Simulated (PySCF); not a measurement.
Bonds (- single, = double, # triple, : aromatic): F1-Si2, Si2-C3, C3#C4, C4-Si5, Si5-N6, N6-Si7, N6-Si8. Si2 carries H9, H10; Si5 carries H11, H12; Si7 carries H13, H14, H15; Si8 carries H16, H17, H18.

Computed data (PySCF 2.14): PBE0/pcSseg-1 with gauge-including orbitals, coordinates at the GFN2-xTB level. One averaged value for each set of equivalent atoms, isolated molecule, single conformer, no relativistic terms.

References, each an isolated molecule treated in the same way: TMS for ¹³C, ¹H, ²⁹Si; CFCl3 for ¹⁹F; NH3 for ¹⁵N.

```tsv
atoms	nucleus	count	Hirshfeld charge	δ (ppm)
F1	¹⁹F	1	-0.21	-217.6
C4	¹³C	1	-0.12	118.6
H13/H14/H15/H16/H17/H18	¹H	6	-0.08	4.88
N6	¹⁵N	1	-0.34	?
Si7/Si8	²⁹Si	2	0.35	-46.0
H11/H12	¹H	2	-0.07	?
H9/H10	¹H	2	-0.06	?
C3	¹³C	1	-0.14	117.7
Si2	²⁹Si	1	0.46	-30.5
Si5	²⁹Si	1	0.39	-52.4
```

Q: Fill in the missing shifts.

A: 
- H9/H10: 5.19 ppm, hydrogen on a silicon bonded to C, F
- H11/H12: 5.10 ppm, hydrogen on a silicon bonded to C, N
- N6: -1.9 ppm, nitrogen bonded to 3 Si

Shifts are as computed. Against solution values, carbons near 30 ppm lie about +3 ppm off and those near 130 ppm about +5 ppm. Of 1211 compounds with measured shifts, 218 miss one by over three times the rms of a fit or turn the order of signals round; such compounds aren't used in these exercises. Unscaled 19F shifts against computed CFCl3 carry errors that often reach 10 to 50 ppm. Experimental scales use liquid or dissolved standards, which lie at an offset from isolated NH3 (liquid NH3: subtract about 20 ppm).
